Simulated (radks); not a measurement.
The numbers below are computed, except where a source is named.
Pr20+, 39 electrons, occupied as [Kr] 4d3. Level of theory: Dirac Kohn-Sham, relativistic LDA (MacDonald-Vosko exchange, VWN5 correlation), spin-unpolarised, spherical densities, finite nucleus; open shells fill j = l - 1/2 first; Fermi nuclear charge, rms radius 4.8919 fm (a radial shooting solver on a logarithmic mesh with Libxc functionals).

X-ray form factor f0, the Fourier transform of the density (f0(0) = 39):

sin(theta)/lambda (1/angstrom)  f0 (electrons)
0.05                                    38.889
0.1                                     38.558
0.15                                    38.019
0.2                                     37.288
0.25                                    36.387
0.3                                     35.343
0.4                                     32.942
0.5                                     30.321
0.6                                     27.695
0.8                                     23.013
1                                       19.454
1.25                                    16.301
1.5                                     13.903
2                                       10.003
